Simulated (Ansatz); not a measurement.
Basis sets compared for the cluster Be3O3. The state is a singlet with charge 0. Geometry r2SCAN-D4/def2-SVP. Ansatz on 4 threads of Intel Xeon Platinum 8488C on a shared host; times are rough, and most runs start from earlier orbitals.

```
atom   x (Å)   y (Å)   z (Å)
 Be1  -1.206   0.434  -0.141
 Be2   0.998   0.769  -0.276
 Be3   0.208  -1.203   0.417
  O4   1.500  -0.539   0.176
  O5  -1.241  -0.956   0.343
  O6  -0.259   1.495  -0.518
```

The structure comes from a short search, and lower isomers may exist.

Binding counts from free atoms (Be singlet, O triplet) in the same basis, without a counterpoise term.

| level | functions | energy (Eh) | HOMO (eV) | LUMO (eV) | binding per atom (eV) | wall time |
| --- | --- | --- | --- | --- | --- | --- |
| HF/STO-3G | 30 | -265.2023 | -9.17 | 4.59 | 3.33 | 0.15 s |
| HF/6-31G | 54 | -268.7233 | -12.70 | 1.64 | 3.09 | 0.2 s |
| HF/def2-TZVP | 150 | -268.9145 | -12.40 | 0.74 | 3.40 | 0.45 s |
| PBE-D4/def2-SVP | 69 | -269.6603 | -7.20 | -2.28 | 4.90 | 0.4 s |
| PBE-D4/def2-TZVP | 150 | -270.0002 | -7.01 | -2.26 | 4.93 | 0.75 s |
| r2SCAN-D4/def2-TZVP (with forces) | 150 | -270.1927 | -7.30 | -1.72 | 4.87 | 1.3 s |
| PBE0-D4/def2-SVP | 69 | -269.6610 | -8.76 | -1.45 | 4.67 | 0.5 s |
| PBE0-D4/def2-TZVP | 150 | -270.0054 | -8.53 | -1.47 | 4.73 | 1 s |

Question: Estimate the rows for PBE-D4/def2-TZVPD, r2SCAN-D4/def2-TZVPD, PBE0-D4/def2-TZVPD.

Answer: 
| level | functions | energy (Eh) | HOMO (eV) | LUMO (eV) | binding per atom (eV) | wall time |
| --- | --- | --- | --- | --- | --- | --- |
| PBE-D4/def2-TZVPD | 186 | -270.0067 | -7.08 | -2.30 | 4.94 | 1.1 s |
| r2SCAN-D4/def2-TZVPD | 186 | -270.1975 | -7.35 | -1.76 | 4.88 | 1.9 s |
| PBE0-D4/def2-TZVPD | 186 | -270.0111 | -8.59 | -1.52 | 4.75 | 1.4 s |
